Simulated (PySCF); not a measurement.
Two species compared at the same levels of theory.

First species: C₅H₁₁Al.
Atom-mapped SMILES: `[AlH2:1][CH:2]1[CH2:3][CH2:4][CH2:5][CH2:6]1` (hydrogens: H7, H8 on Al1; H9 on C2; H10, H11 on C3; H12, H13 on C4; H14, H15 on C5; H16, H17 on C6)

Second species: C5H11Al.
SMILES: `[AlH]([CH2]C)[CH]1CC1`

Levels: CAM-B3LYP/def2-SVPD for HOMO energy, LUMO energy, HOMO–LUMO gap and static isotropic polarisability; TDDFT CAM-B3LYP/def2-SVPD for lowest singlet excitation; TDA CAM-B3LYP/def2-SVPD for lowest triplet excitation (Tamm–Dancoff); ΔSCF CAM-B3LYP/def2-SVPD for vertical ionisation energy. Geometries: PBE0-D3(BJ)/def2-SVP. All species are isolated and taken at one optimised geometry, non-relativistic unless stated. Electronic properties by PySCF.

Dipoles, sizes and rotational constants follow the conformer. The torsions of the flexible species, by atom-mapped SMILES:
- `[CH3:1][CH2:2][AlH:3][CH:4]1[CH2:5][CH2:6]1`: C1–C2–Al3–C4 -164°, C2–Al3–C4–C5 -142°

The conformers of `[AlH2][CH]1CCCC1` aren't listed.

Values for the first species:

* HOMO energy: -8.43 eV
* LUMO energy: -0.41 eV
* HOMO–LUMO gap: 8.02 eV
* Lowest singlet excitation: 4.57 eV
* Lowest triplet excitation (Tamm–Dancoff): 4.27 eV
* Static isotropic polarisability: 85.1 au
* Vertical ionisation energy: 9.13 eV

Estimate the same properties for the second species, and the change in each.

```tsv
property	first	second	second less first
HOMO energy	-8.43 eV	-8.54 eV	-0.11 eV
LUMO energy	-0.41 eV	0.06 eV	+0.47 eV
HOMO–LUMO gap	8.02 eV	8.60 eV	+0.58 eV
lowest singlet excitation	4.57 eV	5.12 eV	+0.55 eV
lowest triplet excitation (Tamm–Dancoff)	4.27 eV	4.86 eV	+0.59 eV
static isotropic polarisability	85.1 au	86.2 au	+1.1 au
vertical ionisation energy	9.13 eV	9.22 eV	+0.09 eV
```

On the first: No computed singlet falls in the visible range (750 to 380 nm, 1.65 to 3.26 eV); S1 lies 1.31 eV above its blue end. The vertical singlet–triplet gap S1 − T1 is 0.30 eV (TDDFT singlet less Tamm–Dancoff triplet; S1: HOMO→LUMO, weight 0.97; T1: HOMO→LUMO, weight 0.95).

On the second: No computed singlet falls in the visible range (750 to 380 nm, 1.65 to 3.26 eV); S1 lies 1.86 eV above its blue end. The ΔSCF ionisation energy exceeds −ε(HOMO) by 0.68 eV with CAM-B3LYP.
